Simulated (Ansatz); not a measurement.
A series at Si: from `O[SiH2]N[SiH](O)O`, ligands are replaced one by one, each step taking up H–F and setting free H₂O; n counts the steps. Ansatz, PBE0-D4/def2-TZVP geometries. Each molecule was computed in one conformer, which needn't be the lowest.

CBS adds triple-zeta CCSD(T) − MP2 to the MP2 limit, frozen cores; atoms without spin–orbit coupling. 

```tsv
n	molecule	atomization energy, CCSD(T)/CBS (kJ/mol)
0	`O[SiH2]N[SiH](O)O`	?
1	`O[SiH](O)N[SiH2]F`	4602.4
2	`O[SiH](F)N[SiH2]F`	4261.5
3	`F[SiH2]N[SiH](F)F`	3919.6
```

By hand: fit a straight line y = ȳ + b (n − n̄) to the 3 given rows and predict n = 0.

n̄ = 2.000, ȳ = 4261.17; Σ(n − n̄)(y − ȳ) = -682.80, Σ(n − n̄)² = 2.000, so b = -341.40 kJ/mol a step. Prediction: 4261.17 + (-341.40) × (-2.000) = 4944.0 kJ/mol.

By hand: compare with the computed value, 4944.6 kJ/mol, and give the steps along the whole series.

The line misses by 0.6 kJ/mol (computed minus predicted). Steps: -342.2, -340.9, -341.9 kJ/mol.

The steps differ by at most 1.3 kJ/mol, 0.4 % of a mean step, so the ligands' effects nearly add and a line is close. The miss is 0.1 % of the series' range. The energies themselves are unsure by some kJ/mol a bond, though much of that is common to the series.
